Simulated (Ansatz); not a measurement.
Basis-set extrapolation for Cl$_{2}$FH$_{3}$O$_{2}$Si$_{2}$, SMILES `O[Si](O)(Cl)[SiH](F)Cl` (PBE0-D4/def2-TZVP geometry, frozen core, Ansatz 0.2.0). Multiplicity 1, RHF reference.

|  | def2-TZVPP | def2-QZVPP |
| --- | --- | --- |
| HF | -1748.235915 | -1748.292074 |
| MP2 correlation | -1.329277 | -1.453150 |
| CCSD(T) correlation | -1.428787 | not run |

Energies in hartree. Use E(X) = E(∞) + A·exp(−7.88·√X) for Hartree–Fock and E(X) = E(∞) + B·X^(−2.97) for correlation, with X = 3 and 4, and add CCSD(T) minus MP2 of the smaller set to the MP2 limit.

Q: What is the CCSD(T) energy at the basis-set limit?

A: HF limit: -1748.292074 + (-0.056159) × 0.13774 = -1748.29981. MP2 limit: -1.453150 + (-0.123873) × 0.74074 = -1.54491. Higher-order term: -1.428787 − (-1.329277) = -0.09951. Total: -1749.94423 hartree, 7.61 eV below CCSD(T)/def2-TZVPP.
